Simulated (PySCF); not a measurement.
**Spin-rotation constants: `FC[C@@H]1C[Si@@H](P)[SiH2]1`, C3H10FPSi2**

Geometry:
```tsv
atom	x (Å)	y (Å)	z (Å)
F1	-1.855	-1.451	-0.429
C2	-2.227	-0.137	-0.213
C3	-1.075	0.650	0.374
C4	0.087	0.775	-0.636
Si5	1.254	-0.635	-0.016
P6	3.426	-0.047	-0.085
Si7	-0.221	-0.355	1.795
H8	-3.082	-0.171	0.471
H9	-2.550	0.252	-1.186
H10	-1.475	1.628	0.651
H11	0.559	1.755	-0.551
H12	-0.258	0.683	-1.665
H13	1.179	-1.851	-0.845
H14	3.827	-1.085	0.734
H15	3.361	0.838	0.974
H16	0.139	0.545	2.903
H17	-1.096	-1.383	2.364
```

Theory: PySCF 2.14.0, GIAO B3LYP/pcSseg-1 magnetisability, rotational g tensor and spin-rotation constants, non-relativistic, gas phase. Geometry: GFN2-xTB.

(1) Give the nuclear spin-rotation constants along the inertial axes (H = +C I·J) beside the isotropic shieldings.

(2) How do the rotational constants and the g tensor change when H8, H9, H10, H11, H12, H13, H14, H15, H16, H17 are replaced by deuterium?

Results:

(1) Rotational constants 2.7900, 0.7878, 0.7366 GHz. A star marks the isotopologue with that one atom substituted, in its own axes.
| atom | isotope | Caa (kHz) | Cbb (kHz) | Ccc (kHz) | mean (kHz) | σ (ppm) |
| --- | --- | --- | --- | --- | --- | --- |
| F1 | 19F | 0.919 | 0.196 | 0.388 | 0.501 | 408.0 |
| P6 | 31P | 2.596 | 0.851 | 0.601 | 1.350 | 579.7 |
| H8 | 1H | 0.052 | -0.028 | -0.086 | -0.021 | 26.8 |
| H9 | 1H | -0.226 | 0.033 | -0.071 | -0.088 | 26.9 |
| H10 | 1H | -0.286 | -0.084 | 0.013 | -0.119 | 29.9 |
| H11 | 1H | -0.232 | -0.094 | 0.010 | -0.105 | 29.9 |
| H12 | 1H | -0.262 | 0.019 | -0.091 | -0.111 | 30.2 |
| H13 | 1H | -0.254 | -0.033 | 0.004 | -0.094 | 26.8 |
| H14 | 1H | -0.279 | -0.059 | -0.030 | -0.123 | 30.8 |
| H15 | 1H | -0.295 | -0.029 | -0.051 | -0.125 | 30.7 |
| H16 | 1H | -0.239 | -0.001 | -0.038 | -0.092 | 27.3 |
| H17 | 1H | -0.084 | -0.060 | -0.022 | -0.055 | 27.2 |
| C2 | 13C* | 0.795 | 0.235 | 0.159 | 0.397 | 85.2 |
| C3 | 13C* | 0.491 | 0.137 | 0.121 | 0.250 | 149.6 |
| C4 | 13C* | 0.376 | 0.116 | 0.147 | 0.213 | 156.8 |
| Si5 | 29Si* | -1.778 | -0.476 | -0.485 | -0.913 | 350.4 |
| Si7 | 29Si* | -1.558 | -0.505 | -0.451 | -0.838 | 372.9 |

For the geometry as given, no vibrational averaging.

(2) Constants 2.3245, 0.7169, 0.6703 GHz; g -0.0287, -0.0104, -0.0092, against -0.0343, -0.0115, -0.0100 before.
